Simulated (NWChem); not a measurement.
# C$_{4}$H$_{7}$N; SMILES C=C/C=N/C

```xyz
12

C      0.6264    -2.0934     0.1214
C     -0.5063    -1.4257    -0.1293
C     -0.6206     0.0446    -0.1404
N      0.3641     0.8197     0.0923
C      0.1309     2.2475     0.0535
H      1.5481    -1.5606     0.3364
H      0.6592    -3.1790     0.1178
H     -1.4245    -1.9703    -0.3437
H     -1.6249     0.4431    -0.3656
H      0.7935     2.7024    -0.6938
H     -0.9107     2.5268    -0.1814
H      0.4018     2.6851     1.0228
```
Atoms are numbered in this order, from 1.

Results from NWChem. Pople sets run with spherical d functions. Coordinates come from a B3LYP/6-31G* (spherical d) optimisation. Level: B3LYP/6-31G* with SMD (1 M gas to 1 M solution), gas-phase geometry.

Task: What does the run give for solvent toluene? Quantities: solvation free energy (kcal/mol); cavity-dispersion-structure term (kcal/mol); dipole in solution (D).

Result: solvation free energy (kcal/mol): -3.3
cavity-dispersion-structure term (kcal/mol): -0.9
dipole in solution (D): 1.39
